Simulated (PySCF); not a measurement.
C3H10O3Sn, triplet, at the geometry of the source list (a higher spin typed on purpose: for a closed-shell molecule this is an excited state) (all electrons, no relativity); PBE/STO-3G (PySCF).

The PySCF input:
```python
from pyscf import gto, scf, dft

mol = gto.M(
    atom='''
C    -1.067800   -1.509700   -0.604200
C    -1.053300   -0.204200    0.152600
C    -1.641800    0.943800   -0.631400
Sn    1.057100    0.273000    0.716100
O     2.259000   -0.038800   -0.857600
O     1.842900   -0.867200    2.139400
O     1.483700    2.144800    1.248200
H    -0.512800   -1.425200   -1.533700
H    -0.635600   -2.315800   -0.015000
H    -2.098300   -1.774100   -0.840400
H    -1.549000   -0.308600    1.120100
H    -2.693300    0.736900   -0.829000
H    -1.134100    1.063600   -1.586100
H    -1.579500    1.879600   -0.078200
H     3.170600    0.208300   -0.712700
H     2.459900   -1.521000    1.804800
H     1.692500    2.714600    0.507000
''',
    basis='sto-3g',
    charge=0,
    spin=2,
    verbose=4,
)

mf = dft.UKS(mol)
mf.xc = 'pbe'
mf.kernel()
```

It wrote (shortened):

```
PySCF version 2.14.0

[INPUT] verbose = 4
[INPUT] num. atoms = 17
[INPUT] num. electrons = 102
[INPUT] charge = 0
[INPUT] spin (= nelec alpha-beta = 2S) = 2
[INPUT] symmetry False subgroup None
[INPUT] Mole.unit = angstrom
[INPUT] Symbol           X                Y                Z      unit          X                Y                Z       unit  Magmom
[INPUT]  1 C     -1.067800000000  -1.509700000000  -0.604200000000 AA   -2.017849555811  -2.852919530256  -1.141772524462 Bohr   0.0
[INPUT]  2 C     -1.053300000000  -0.204200000000   0.152600000000 AA   -1.990448527004  -0.385882074636   0.288372206609 Bohr   0.0
[INPUT]  3 C     -1.641800000000   0.943800000000  -0.631400000000 AA   -3.102552351311   1.783523516365  -1.193173075050 Bohr   0.0
[INPUT]  4 Sn     1.057100000000   0.273000000000   0.716100000000 AA    1.997629486278   0.515895232006   1.353232877801 Bohr   0.0
[INPUT]  5 O      2.259000000000  -0.038800000000  -0.857600000000 AA    4.268891315392  -0.073321373633  -1.620629124427 Bohr   0.0
[INPUT]  6 O      1.842900000000  -0.867200000000   2.139400000000 AA    3.482576274961  -1.638770495223   4.042880070894 Bohr   0.0
[INPUT]  7 O      1.483700000000   2.144800000000   1.248200000000 AA    2.803786651017   4.053084591967   2.358756148682 Bohr   0.0
[INPUT]  8 H     -0.512800000000  -1.425200000000  -1.533700000000 AA   -0.969051556677  -2.693237672730  -2.898272957245 Bohr   0.0
[INPUT]  9 H     -0.635600000000  -2.315800000000  -0.015000000000 AA   -1.201109924774  -4.376227759268  -0.028345891868 Bohr   0.0
[INPUT] 10 H     -2.098300000000  -1.774100000000  -0.840400000000 AA   -3.965212327175  -3.352563117591  -1.588125835084 Bohr   0.0
[INPUT] 11 H     -1.549000000000  -0.308600000000   1.120100000000 AA   -2.927185766951  -0.583169482041   2.116682232125 Bohr   0.0
[INPUT] 12 H     -2.693300000000   0.736900000000  -0.829000000000 AA   -5.089599371291   1.392539181192  -1.566582957264 Bohr   0.0
[INPUT] 13 H     -1.134100000000   1.063600000000  -1.586100000000 AA   -2.143138397869   2.009912706087  -2.997294606173 Bohr   0.0
[INPUT] 14 H     -1.579500000000   1.879600000000  -0.078200000000 AA   -2.984822413751   3.551929223732  -0.147776582941 Bohr   0.0
[INPUT] 15 H      3.170600000000   0.208300000000  -0.712700000000 AA    5.991565650546   0.393629951747  -1.346807808978 Bohr   0.0
[INPUT] 16 H      2.459900000000  -1.521000000000   1.804800000000 AA    4.648537293818  -2.874273435463   3.410577709615 Bohr   0.0
[INPUT] 17 H      1.692500000000   2.714600000000   0.507000000000 AA    3.198361465826   5.129850537744   0.958091145154 Bohr   0.0

nuclear repulsion = 796.37283308609
number of shells = 39
number of NR pGTOs = 201
number of NR cGTOs = 67
basis = sto-3g
ecp = {}

******** <class 'pyscf.dft.uks.UKS'> ********
method = UKS
initial guess = minao
damping factor = 0
level_shift factor = 0
DIIS = <class 'pyscf.scf.diis.CDIIS'>
diis_start_cycle = 1
diis_space = 8
diis_damp = 0
SCF conv_tol = 1e-09
SCF conv_tol_grad = None
SCF max_cycles = 50
direct_scf = True
direct_scf_tol = 1e-13
number electrons alpha = 52  beta = 50
XC library pyscf.dft.libxc version 7.1.2
    S. Lehtola, C. Steigemann, M. J. T. Oliveira, and M. A. L. Marques,  SoftwareX 7, 1–5 (2018)
XC functionals = pbe
    J. P. Perdew, K. Burke, and M. Ernzerhof,  Phys. Rev. Lett. 77, 3865 (1996)
    J. P. Perdew, K. Burke, and M. Ernzerhof,  Phys. Rev. Lett. 78, 1396 (1997)
    J. P. Perdew, K. Burke, and M. Ernzerhof,  Phys. Rev. Lett. 77, 3865 (1996)
    J. P. Perdew, K. Burke, and M. Ernzerhof,  Phys. Rev. Lett. 78, 1396 (1997)
radial grids:
    Treutler-Ahlrichs [JCP 102, 346 (1995); DOI:10.1063/1.469408] (M4) radial grids

becke partition: Becke, JCP 88, 2547 (1988); DOI:10.1063/1.454033
pruning grids: <function nwchem_prune>
grids dens level: 3
symmetrized grids: False
atomic radii adjust function: <function treutler_atomic_radii_adjust>
small_rho_cutoff = 0
Set gradient conv threshold to 3.16228e-05
tot grids = 204640
init E= -6289.93111735543

cycle= 1 E= -6304.93991144335  delta_E=  -15  |g|= 0.762  |ddm|= 3.71
cycle= 2 E= -6299.71964883008  delta_E= 5.22  |g|= 2.34  |ddm|= 5.65

cycle= 3 E= -6304.81966475058  delta_E= -5.1  |g|= 0.958  |ddm|= 5.46

cycle= 4 E= -6305.29780221516  delta_E= -0.478  |g|= 0.513  |ddm|= 2.87

cycle= 5 E= -6305.28434074594  delta_E= 0.0135  |g|= 0.533  |ddm|= 2.37

cycle= 6 E= -6305.33150842761  delta_E= -0.0472  |g|= 0.481  |ddm|=  1.7

cycle= 7 E= -6305.55228062875  delta_E= -0.221  |g|= 0.146  |ddm|= 1.45

cycle= 8 E= -6305.42575467854  delta_E= 0.127  |g|= 0.372  |ddm|= 1.43

cycle= 9 E= -6305.50544460952  delta_E= -0.0797  |g|= 0.256  |ddm|= 1.33

cycle= 10 E= -6305.52925956608  delta_E= -0.0238  |g|= 0.201  |ddm|= 1.21

cycle= 11 E= -6305.53970875161  delta_E= -0.0104  |g|= 0.184  |ddm|= 1.09

cycle= 12 E= -6305.50591810645  delta_E= 0.0338  |g|= 0.259  |ddm|= 0.244

cycle= 13 E= -6305.50161240692  delta_E= 0.00431  |g|= 0.267  |ddm|= 0.0256

cycle= 14 E= -6305.48418955392  delta_E= 0.0174  |g|= 0.293  |ddm|= 0.103

cycle= 15 E= -6305.55558198245  delta_E= -0.0714  |g|= 0.132  |ddm|= 0.473

cycle= 16 E= -6305.40683365746  delta_E= 0.149  |g|= 0.393  |ddm|= 1.37

cycle= 17 E= -6305.36092708415  delta_E= 0.0459  |g|= 0.437  |ddm|= 0.313

cycle= 18 E= -6305.38087132108  delta_E= -0.0199  |g|= 0.412  |ddm|= 0.0863

cycle= 19 E= -6305.33633280398  delta_E= 0.0445  |g|= 0.466  |ddm|= 0.151

cycle= 20 E= -6305.33720807705  delta_E= -0.000875  |g|= 0.465  |ddm|= 0.0146

cycle= 21 E= -6305.33909730373  delta_E= -0.00189  |g|= 0.463  |ddm|= 0.0177

cycle= 22 E= -6305.35435026312  delta_E= -0.0153  |g|= 0.444  |ddm|= 0.108

cycle= 23 E= -6305.39067934437  delta_E= -0.0363  |g|= 0.407  |ddm|= 1.47

cycle= 24 E= -6305.2479219263  delta_E= 0.143  |g|= 0.574  |ddm|= 1.83

cycle= 25 E= -6305.43435300324  delta_E= -0.186  |g|= 0.359  |ddm|= 0.651

cycle= 26 E= -6305.54518028688  delta_E= -0.111  |g|= 0.166  |ddm|= 1.01

cycle= 27 E= -6305.40714342444  delta_E= 0.138  |g|= 0.389  |ddm|= 1.41

cycle= 28 E= -6305.49662949577  delta_E= -0.0895  |g|= 0.278  |ddm|= 0.522

cycle= 29 E= -6305.55876233303  delta_E= -0.0621  |g|= 0.119  |ddm|= 1.07

cycle= 30 E= -6305.40258155508  delta_E= 0.156  |g|= 0.398  |ddm|= 1.34

cycle= 31 E= -6305.36081942804  delta_E= 0.0418  |g|= 0.437  |ddm|= 0.269

cycle= 32 E= -6305.55705808225  delta_E= -0.196  |g|= 0.124  |ddm|= 1.43

cycle= 33 E= -6305.54303516532  delta_E= 0.014  |g|= 0.174  |ddm|= 0.167

cycle= 34 E= -6305.55845323725  delta_E= -0.0154  |g|= 0.12  |ddm|= 0.178

cycle= 35 E= -6305.52557774603  delta_E= 0.0329  |g|= 0.219  |ddm|= 0.322

cycle= 36 E= -6305.54818780041  delta_E= -0.0226  |g|= 0.161  |ddm|= 0.27

cycle= 37 E= -6305.38382673986  delta_E= 0.164  |g|= 0.413  |ddm|= 1.38

cycle= 38 E= -6305.37041454535  delta_E= 0.0134  |g|= 0.424  |ddm|= 0.144

cycle= 39 E= -6305.3646100145  delta_E= 0.0058  |g|= 0.43  |ddm|= 0.0306

cycle= 40 E= -6305.36372954409  delta_E= 0.00088  |g|= 0.432  |ddm|= 0.0386

cycle= 41 E= -6305.3582480717  delta_E= 0.00548  |g|= 0.438  |ddm|= 0.0485

cycle= 42 E= -6305.35213306704  delta_E= 0.00612  |g|= 0.447  |ddm|= 0.0656

cycle= 43 E= -6305.52174741991  delta_E= -0.17  |g|= 0.217  |ddm|= 0.997

cycle= 44 E= -6305.49529418177  delta_E= 0.0265  |g|= 0.276  |ddm|= 1.23

cycle= 45 E= -6305.50198542119  delta_E= -0.00669  |g|= 0.267  |ddm|= 0.115

cycle= 46 E= -6305.49634067937  delta_E= 0.00564  |g|= 0.273  |ddm|= 0.122

cycle= 47 E= -6305.50968164895  delta_E= -0.0133  |g|= 0.252  |ddm|= 0.114

cycle= 48 E= -6305.49439817071  delta_E= 0.0153  |g|= 0.279  |ddm|= 0.114

cycle= 49 E= -6305.49534221458  delta_E= -0.000944  |g|= 0.278  |ddm|= 0.0572

cycle= 50 E= -6305.47509680545  delta_E= 0.0202  |g|= 0.306  |ddm|= 0.129
SCF not converged.
SCF energy = -6305.47509680545 after 50 cycles  <S^2> = 2.0031238  2S+1 = 3.0020818
```

Convergence was not reached.
